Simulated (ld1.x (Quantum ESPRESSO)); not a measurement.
Cd: one change to a TM potential, before and after

* Element: Cd (Z = 48)
* Generator: ld1.x (Quantum ESPRESSO) 7.5
* Type: norm-conserving Troullier–Martins (Kleinman–Bylander form)
* Functional: PBE
* Relativity: scalar-relativistic
* Frozen core: [Kr] 4d10
* Valence charge: 2
* Reference configuration: 5s2 5p0
* Partial waves: 5s (bound): rc 1.65 bohr; 5p (bound, empty): rc 2.55 bohr; 5d channel at 0.4 Ry: rc 2.40 bohr
* Local potential: all-electron potential smoothed inside 1.60 bohr (lloc = -1)
* Core correction: a·sin(br)/r model core inside 1.35 bohr

All-electron outer shells of the reference configuration (PBE, scalar-relativistic, ld1.x):

```tsv
shell	level (eV)	outermost node (bohr)	outermost maximum (bohr)
4p	-66.97	0.43	0.84
4d	-11.73	0.42	0.98
5s	-5.66	1.07	2.35
5p	-1.18	1.20	3.33
```

Change: wave 5s (bound): rc 1.65 bohr becomes 5s (bound): rc 1.28 bohr.

Cutoffs: the cutoffs (Ry, on a coarse ladder) from which the occupation-weighted sum of valence levels, in a spherical-Bessel basis at the reference potential, stays within 10 and 1 mRy of its value at 400 Ry; they do not see the model core or the augmentation charge, which bear on the density cutoff. Errors are all-electron minus pseudo energies relative to the spin-unpolarised reference configuration.

How do hardness, ghosts and transferability respond?

Both files keep a bound ghost (d, s); of the 5 tests that both files solve, the error grows in 3 and shrinks in 0 by more than 15 % and 0.3 meV (median size 125.0 → 137.9 meV); the range in which the s phases agree narrows (upper end 4.3 → 3.2). That the errors move this way runs against the usual rule that smaller radii transfer better.

```tsv
quantity	base	changed
cutoff, loose	30 Ry	230 Ry
cutoff, tight	80 Ry	over 300 Ry
bound ghosts	d, s	s, d
error for 5s1 5p0, meV [ΔE 9.27 eV]	-126	-138
error for 5s1.5 5p0, meV [ΔE 3.71 eV]	-27	-29
error for 5s1 5p1, meV [ΔE 4.67 eV]	-37	-51
error for 5s0 5p1, meV [ΔE 15.05 eV]	-216	-262
error for 5s0 5p2, meV [ΔE 9.67 eV]	-125	-175
s: phases at 2.75 bohr within 0.05 rad from the reference energy up to (Ry; the scan ends near 5)	4.3	3.2
p: phases at 2.75 bohr within 0.05 rad from the reference energy up to (Ry; the scan ends near 5)	0.3	0.3
d: phases at 2.75 bohr within 0.05 rad from the reference energy up to (Ry; the scan ends near 5)	0.7	0.7
```

 A true bound ghost makes a file unfit for plane-wave use even where its test errors are small: the radial tests pick states by their node count and pass the ghost by.
